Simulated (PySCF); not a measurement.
# S²⁺: ionisation energy

S²⁺ [Ne] 3s2 3p2 (3P) → S³⁺ [Ne] 3s2 3p1 (2P), as a difference of total energies. All numbers are calculated (PySCF 2.14, the spin-free X2C one-electron Hamiltonian (Gaussian nucleus), in aug-cc-pCVTZ-DK with one added diffuse shell each of s, p, d, f type (9s8p6d4f, 91 functions)). Correlated levels: valence: [Ne] frozen; valence and next inner shell: 1s2 frozen; nothing frozen. The calculations carry no spin-orbit coupling.

```csv
method,ionisation energy (eV)
UHF,34.150
LDA,34.869
PBE,34.825
PBE0,34.868
r2SCAN,35.022
BP86,34.884
PW91,34.901
B97-3,34.700
CAM-B3LYP,34.818
MP2 (valence),34.636
SCS-MP2 (valence),34.539
MP2 (valence and next inner shell),34.677
SCS-MP2 (valence and next inner shell),34.575
MP2 (all electrons),34.680
SCS-MP2 (all electrons),34.577
```

How much does correlation contribute at MP2 (all electrons)?

34.680 − (34.150) = 0.530 eV, measured against UHF.

A first-order spin-orbit estimate (lowest level to lowest level, LS coupling) adds -0.009 eV.

Errors of the correlated levels include the incompleteness of this basis and the frozen core.

For comparison: 34.86 ± 0.04 eV (semi-empirical (NIST evaluation); NIST Atomic Spectra Database, ionization energies).
